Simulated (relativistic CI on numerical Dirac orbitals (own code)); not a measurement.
## Level scheme of Mo7+

Computed by Dirac-Coulomb-Breit CI, separate exchange-only KLI orbitals for each configuration, QED by a radiative potential, valence Slater integrals scaled by 0.9, configuration energies shifted to the measured levels that pair with them (semi-empirical) (own radial code, finite nucleus).

Configurations in the expansion (outside the closed core [Ar] 3d10): 4s2 4p5, 4s 4p6, 4s2 4p4 4d, 4s2 4p4 5s, 4s2 4p4 5d, 4s2 4p4 6s, 4s2 4p4 6d, 4s2 4p3 4d2, 4s 4p5 4d, 4s2 4p4 4f, 4p5 4d2, 4s 4p5 4f, 4s2 4p3 4f2, 4p6 4d, 4s2 4p4 5p, 4s2 4p3 4d 5s, 4s 4p4 4d2, 4s2 4p3 4d 5p, 4p6 5s, 4s2 4p3 4d 4f, 4s 4p5 5s, 4s2 4p3 5s2, 4p5 4f2, 4p6 5p, 4s 4p4 4d 5s, 4p6 4f, 4s 4p5 5p, 4s2 4p4 6p, 4s2 4p3 5s 5p, 4s2 4p4 5f. Levels of other configurations are missing.

```csv
No.,Configuration,Term,J,E (cm⁻¹),%,Next component (%),Lifetime (s)
41,4s 4p5 4d‡,4P°,1/2,596696,65,31 4s2 4p3 4d2 4P°,4.09e-09
42,4s2 4p4 5p‡,4P°,5/2,597350,63,24 4D°,1.37e-10
43,4s 4p5 4d‡,4P°,3/2,599505,60,29 4s2 4p3 4d2 4P°,2.67e-09
44,4s2 4p4 5p‡,2P°,1/2,602188,55,34 4P°,1.51e-10
45,4s 4p5 4d‡,4P°,5/2,604227,38,21 4s2 4p4 5p 2D°,4.23e-10
46,4s2 4p4 5p‡,2D°,5/2,605305,39,18 4s 4p5 4d 4P°,2.18e-10
47,4s2 4p4 5p‡,4D°,7/2,606054,87,12 2F°,1.22e-10
48,4s 4p5 4d‡,4F°,9/2,608928,57,23 4s2 4p4 4f 4F°,6.56e-09
49,4s 4p5 4d‡,4F°,7/2,610276,50,22 4s2 4p4 4f 4F°,3.72e-09
50,4s 4p5 4d‡,4F°,5/2,613516,46,22 4s2 4p4 4f 4F°,2.53e-09
51,4s2 4p4 5p‡,4D°,1/2,615151,49,27 4P°,1.42e-10
52,4s2 4p3 4d2‡,6F°,1/2,616222,77,10 4D°,2.19e-09
53,4s2 4p4 5p‡,2D°,3/2,616448,20,19 4D°,1.77e-10
54,4s2 4p3 4d2‡,6F°,3/2,616953,31,15 4s 4p5 4d 4F°,4.81e-10
55,4s2 4p4 5p‡,4P°,1/2,617682,31,25 2S°,1.49e-10
56,4s2 4p3 4d2‡,6F°,3/2,617783,42,27 4s 4p5 4d 4F°,3.34e-09
57,4s2 4p3 4d2‡,6F°,5/2,617985,80,5 4D°,9.35e-09
58,4s2 4p3 4d2‡,6F°,7/2,619220,82,4 4D°,7.75e-09
59,4s2 4p4 5p‡,4D°,3/2,619410,57,36 2P°,1.40e-10
60,4s2 4p3 4d2‡,6F°,9/2,621211,89,3 4G°,9.75e-09
61,4s2 4p3 4d2‡,6F°,11/2,622149,93,6 4G°,6.63e-08
62,4s2 4p3 4d2‡,2F°,7/2,622478,42,29 4s 4p5 4d 2F°,5.66e-09
63,4s2 4p4 5p‡,2P°,3/2,625296,37,24 2D°,1.36e-10
64,4s2 4p4 5p‡,4D°,5/2,625506,60,24 2D°,1.31e-10
65,4s2 4p3 4d2‡,2D°,5/2,625876,19,19 4s 4p5 4d 2D°,3.04e-09
66,4s2 4p3 4d2‡,6P°,7/2,628831,32,26 4s 4p5 4d 4D°,6.02e-09
67,4s2 4p4 5p‡,2S°,1/2,629449,32,15 4s 4p5 4d 4D°,2.39e-10
68,4s2 4p4 5p‡,2S°,1/2,630850,27,18 4s 4p5 4d 4D°,2.91e-10
69,4s2 4p4 5p‡,2D°,3/2,631009,35,28 4S°,1.75e-10
70,4s2 4p3 4d2‡,6P°,5/2,631477,59,15 4D°,4.05e-09
71,4s2 4p3 4d2‡,6P°,3/2,631570,29,11 4s2 4p4 5p 4S°,4.74e-10
72,4s2 4p3 4d2‡,6P°,3/2,633027,25,16 2D°,1.08e-09
73,4s2 4p3 4d2‡,6P°,7/2,633912,36,19 4D°,6.57e-09
74,4s 4p5 4d‡,4D°,3/2,634753,27,27 4s2 4p3 4d2 6P°,9.29e-10
75,4s2 4p4 5p‡,2F°,5/2,634988,54,11 2D°,2.06e-10
76,4s2 4p4 5p‡,2F°,5/2,635802,23,11 4s 4p5 4d 4D°,4.66e-10
77,4s2 4p4 4f‡,2G°,9/2,638448,25,24 4G°,8.14e-10
78,4s2 4p3 4d2‡,6P°,5/2,638666,20,17 4D°,1.10e-09
79,4s2 4p4 4f‡,4G°,11/2,639236,56,27 4s2 4p3 4d2 4G°,4.65e-10
80,4s2 4p3 4d2‡,4D°,1/2,639385,48,27 4s2 4p4 4f 4D°,8.59e-10
81,4s2 4p4 5p‡,2F°,7/2,640147,44,12 4s2 4p4 4f 4F°,2.05e-10
82,4s2 4p4 5p‡,2F°,7/2,641433,41,14 4s2 4p3 4d2 4F°,2.21e-10
83,4s2 4p3 4d2‡,2P°,1/2,641700,37,26 4D°,4.42e-10
84,4s2 4p3 4d2‡,4D°,3/2,642027,35,12 4s2 4p4 4f 4D°,6.81e-10
85,4s2 4p4 4f‡,2D°,3/2,642770,34,13 4s2 4p4 5p 2P°,3.04e-10
```

Energies count from the lowest computed level; ° marks odd parity; lifetimes are radiative, by E1, M1, E2 decay to levels of this space only. ‡ marks configurations that were not tied to measured data.

The mean weight of the leading LS term, summed over parents, in these 45 levels is 46 %, and that of the leading jj configuration (from the same eigenvectors) 39 %.

Configurations whose levels could be paired with our table of measured levels were shifted onto them, all but the ground configuration, by the median error of their levels; single terms can still be off by 1,000 to 2,000 cm⁻¹ or more, and rates follow the energies as ν³ (E1, M1) or ν⁵ (E2). The others borrow a shift and can be off by several thousand cm⁻¹ or more. 7 of the 12 excited levels that our extract of the measured tables holds in this range could be paired (the sources list more); they are missed by 351 cm⁻¹ on average and 2109 at most, after the shifts were fitted to these levels, and levels without a partner can miss by more.

LS names give the leading component of a level, which can be under half, so a name can repeat, a term be missing and a line seem to break the LS rules.
